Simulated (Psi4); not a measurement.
CH₂F, doublet, at a GFN2-xTB geometry. Base run: MP2/6-31G* (Psi4).

The Psi4 input:
```
memory 2 GB

molecule {
0 2
  C     0.00052334    0.46021569    0.46078947
  F    -0.00116407   -0.45465534   -0.50735425
  H    -0.95081668    0.65452567    0.91257266
  H     0.95815328    0.67607827    0.88887881
}

set basis 6-31g*
set reference uhf

energy('mp2')
print_variables()
```

The base run was repeated with changes; each row names its change, and settings that it needs were set with it.

```csv
change,ΔE vs base (kcal/mol),MP2 correlation (Eh),basis functions,outcome
base,0.000,-0.28419,34,converged
cc_type = df,0.000,-0.28419,34,converged
method = lccd,-11.44,-0.28398,34,converged
method = ccsd,-10.73,-0.28398,34,converged
method = scs-mp2,4.58,-0.28398,34,converged
method = ccsd(t),-14.39,-0.28398,34,converged
method = omp2,-2.58,-0.28419,34,converged
method = cisd,-,-,-,input refused
puream = on,4.15,-0.27918,32,converged
method = mp3,-6.34,-0.28419,34,converged
```

Open shells are given as the SCF converged; they aren't shown to be the lowest states, and a large step between rows can be another state.

- method = cisd: ended with `psi4.driver.p4util.exceptions.MissingMethodError: Method=cisd is not available for any derivative level under conditions CI_TYPE=CONV, REFERENCE=UHF, FREEZE_CORE=FALSE, QC_MODULE=(auto). See https://psicode.org/psi4manual/master/introduction.html#ss-cisd. Or d`
